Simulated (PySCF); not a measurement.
## Finite-field polarisability of O (oxygen, neutral)

[He] 2s2 2p4, high-spin 3P determinant. Computed with PySCF 2.14 in aug-cc-pwCVTZ, with no relativity, point nucleus. Frozen: 1s2. Energy changes in a uniform field (μhartree):

| axis | F (au) | HF | MP2 | CCSD | CCSD(T) |
| --- | --- | --- | --- | --- | --- |
| x | 0.0067 | -99.167 | -104.776 | -104.684 | -105.650 |
| x | 0.0134 | -396.761 | -419.227 | -418.863 | -422.734 |
| y | 0.0063 | -99.075 | -108.356 | -109.532 | -111.223 |
| y | 0.0126 | -396.648 | -433.859 | -438.591 | -445.383 |

By symmetry the remaining axis equals x.

(1) Derive α along x at CCSD(T) from the two fields.

(2) And the mean polarisability at each level?

Results:

(1) With ΔE = −αF²/2 − γF⁴/24, α = −(16 ΔE(F) − ΔE(2F))/(6F²) = 4.707 bohr³.

(2) The components xx, yy, zz at CCSD(T) are 4.707, 5.603, 4.707, the third axis being equal by symmetry to one of the two computed. Means: HF 4.609, MP2 4.931, CCSD 4.948, CCSD(T) 5.005 bohr³. Reference: 5.3 ± 0.2 bohr³ (recommended; Schwerdtfeger and Nagle, table of static dipole polarizabilities (2023 update)).
